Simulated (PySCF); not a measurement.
SMILES OB(O)CB(O)O (CH₆B₂O₄), PBE0/def2-SVP optimised geometry.

```
13

B     -0.27     0.97     0.00
O     -0.94     2.15     0.00
O     -1.00    -0.19     0.00
C      1.31     0.97     0.00
B      1.89    -0.23     0.84
O      2.82    -0.14     1.83
O      1.40    -1.48     0.56
H     -1.89     2.01     0.00
H     -0.41    -0.96     0.07
H      1.71     1.96     0.27
H      1.60     0.78    -1.05
H      3.12     0.76     1.99
H      1.79    -2.15     1.13
```

Density from PBE0/def2-TZVP (PySCF 2.14.0) at that geometry.

Minimum of the electron density along straight lines between bonded atoms, close to the bond critical point (lines longer than 1.1 times the sum of covalent radii, or with two minima, are not listed):

```
bond    length / Å  ρ at the minimum / e bohr⁻³  ∇²ρ there / e bohr⁻⁵  position (fraction from the first atom)
------  ----------  ---------------------------  --------------------  ---------------------------------------
B1–O2        1.363                        0.210                  0.93                                     0.33
B1–O3        1.361                        0.212                  0.94                                     0.33
B1–C4        1.587                        0.180                   ___                                     0.33
C4–B5        1.567                        0.190                 -0.33                                     0.67
B5–O6        1.364                        0.209                  0.93                                     0.33
B5–O7        1.376                        0.203                  0.86                                     0.33
O2–H8        0.964                        0.357                 -2.43                                     0.81
O3–H9        0.970                        0.349                 -2.41                                     0.81
C4–H10       1.100                        0.266                   ___                                     0.64
C4–H11       1.107                        0.256                   ___                                     0.64
O6–H12       0.961                        0.360                 -2.48                                     0.81
O7–H13       0.964                        0.356                 -2.45                                     0.81
```

Question: Fill in the missing entries.

Answer: 
- B1–C4, ∇²ρ there / e bohr⁻⁵: -0.30
- C4–H10, ∇²ρ there / e bohr⁻⁵: -0.87
- C4–H11, ∇²ρ there / e bohr⁻⁵: -0.80
